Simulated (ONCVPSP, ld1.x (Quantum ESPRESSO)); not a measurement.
# Potentials for Ba (Z = 56) compared

Generated with ld1.x 7.5 (TM, RRKJ, ultrasoft, PAW), atompaw 4.2 or ONCVPSP 4.0.1. The cutoff is in Ry: for ld1.x and atompaw files where the sum of valence levels is converged to 10 mRy in a Bessel basis, for ONCV files where the hardest occupied wave has 1 mHa per electron of residual kinetic energy. The error is the largest all-electron minus pseudo excitation energy over each file’s own four to seven test configurations (ionisations up to +4, promotions, holes and added fractions of an electron), all of which were solved. The labels leave out finer settings (local radius, basis sizes, second energies), which also bear on the numbers. Spin-polarised tests are not counted. The rows are a selection from randomly drawn settings: files with unsolved tests, undetermined cutoffs or missed reference levels are left out.

A true bound ghost makes a file unfit for plane-wave use even where its test errors are small: the radial tests pick states by their node count and pass the ghost by.

```tsv
potential	cutoff (Ry)	largest error (meV)	bound ghosts
ONCV, LDA (Perdew-Wang 92), fully relativistic, rc 3.15/2.95/3.30 (spd), local smoothed, core correction yes, reference 5s2 5p6 6s2, qcut 3.7/3.9/3.2, projectors 2/2/3	10	-4.8	none
ONCV, PBE, fully relativistic, rc 2.85/2.65/2.30 (spd), local smoothed, core correction no, reference 5s2 5p6 6s1, qcut 4/4.3/4.6, projectors 2/3/2	13	-0.5	none
ONCV, PBE, scalar-relativistic, rc 3.15/2.00/2.00 (spd), local d, core correction no, reference 5s2 5p6 6s1.75, qcut 4.7/4.9/5.3, projectors 2/2/0	23	-5.6	none
```

(1) Fill in the row for Ba: TM, LDA (PZ), scalar-relativistic, rc 3.45/3.30/3.65 (spd), local smoothed, core correction yes, reference 5p6 5d0 6s2 6p0.

(2) Fill in the row for Ba: ONCV, LDA (Perdew-Wang 92), scalar-relativistic, rc 2.70/3.15/2.90 (spd), local smoothed, core correction no, reference 5s2 5p6 6s1.75 6p0.25, qcut 3.6/3.8/3.9, projectors 3/2/1.

Results:

(1) cutoff 10 Ry, largest error +330 meV, bound ghosts: s.

(2) cutoff 12 Ry, largest error -2.6 meV, bound ghosts: none.
